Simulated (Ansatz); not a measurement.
Task: Name a neutral molecule of Mo, N, O, S and H with size of the dipole moment (B3LYP/def2-TZVPP) between 3.80 and 4.10 D and LUMO energy (PBE/def2-TZVPP) between -3.35 and -3.05 eV (Ansatz, PBE0-D4/def2-TZVP geometry).

Result: `[NH2][Mo]([NH2])(=[O])=[S]` (3.93 D, -3.17 eV). Other molecules can fit too; these were computed, each in one conformer that needn't be the lowest.

B3LYP here is the variant with VWN-RPA as its local correlation; programs differ in this.
